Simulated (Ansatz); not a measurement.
Job for Ansatz (a quantum-chemistry and plane-wave program): U-BHLYP/def2-TZVPP on F3Si (SMILES F[Si](F)F).

Ansatz 0.2 input:
```yaml
crystal:
  periodic: [false, false, false]
  atoms:
    - {symbol: Si, position_ang: [-0.00000081, 0.00000000, -0.00000017]}
    - {symbol: F, position_ang: [1.60534483, -0.00000000, 0.00000006]}
    - {symbol: F, position_ang: [-0.80267201, 1.39027117, 0.00000006]}
    - {symbol: F, position_ang: [-0.80267201, -1.39027117, 0.00000006]}
basis:
  gaussian:
    orbitals: def2-TZVPP
hamiltonian:
  xc: {name: BHLYP}
magnetization: {spin_polarized: true, initial_magnetization: 1}
```

Predict the final total energy.

-589.1488 hartree.
